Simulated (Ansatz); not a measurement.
# Worked example: C3H6 + CHCl2I → C2H3I + C2H4Cl2

Gas-phase species: C3H6 (propene) `C=CC`, singlet; CHCl2I (dichloroiodomethane) `ClC(Cl)I`, singlet; C2H3I (vinyl iodide) `C=CI`, singlet; C2H4Cl2 (1,1-dichloroethane) `CC(Cl)Cl`, singlet. The partners trade CH3 for I; both sit on C, so the bond types are kept.

Shapes, held fixed at every level: PBE0-D4/def2-TZVP. Programs: Ansatz 0.2.0. The zero-point and thermal change to 298 K, harmonic and unscaled (PBE0-D4/def2-TZVP), is +0.8 kJ/mol.

At CCSD(T)/def2-TZVPP; 1 Eh = 2625.50 kJ/mol:

```
species   energy (Eh)
   C3H6   -117.684210
 CHCl2I  -1255.212443
  C2H3I   -374.980574
C2H4Cl2   -997.929613
```

**Question.** Work out ΔH(298 K) of the reaction at this level.

**Answer.** 
1. Products less reactants: (-374.980574) + (-997.929613) − [(-117.684210) + (-1255.212443)] = -0.013534 Eh = -35.5 kJ/mol.
2. With the thermal change: -35.5 + (+0.8) = -34.7 kJ/mol.

Other levels give -39.7 (HF/def2-TZVPP) to -26.2 kJ/mol (PBE-D4/def2-TZVPP). No measured value is set beside it here. For atoms past krypton def2 sets carry core potentials with scalar relativity. Outer-core shells of I are correlated, in sets that cover them unevenly.
